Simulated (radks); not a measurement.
Spherical quantum dot in the effective-mass picture: electrons in a hard-walled sphere of radius 2.8, all in effective atomic units (hartree* = m*/eps^2 hartree, bohr* = eps/m* bohr), one dielectric constant everywhere. Method: non-relativistic Kohn-Sham, LDA (Slater exchange, Perdew-Wang correlation), spin-polarised, spherical densities; computed with a radial shooting solver with Libxc functionals. Levels are named by radial order and angular momentum (1s, 1p, 1d, 2s, ...), and open shells are averaged over m.

N = 5, configuration 1s2 1p(up 3, down 0). This is the lowest configuration that the search found. Occupied and some empty levels:

level,occupation,eigenvalue (hartree*),<r> (bohr*)
1s up,1,2.8818,1.562
1s down,1,3.0167,1.554
1p up,3,3.4042,1.746
1p down,0,3.5451,1.747
1d up,0,4.1478,1.868
1d down,0,4.2879,1.872
2s up,0,4.8284,1.344
2s down,0,4.9245,1.345
1f up,0,5.0826,1.958
1f down,0,5.2195,1.962

Energy (hartree*): total 10.0140, kinetic 5.2987, external 0, Hartree 6.7226, exchange-correlation -2.0074.
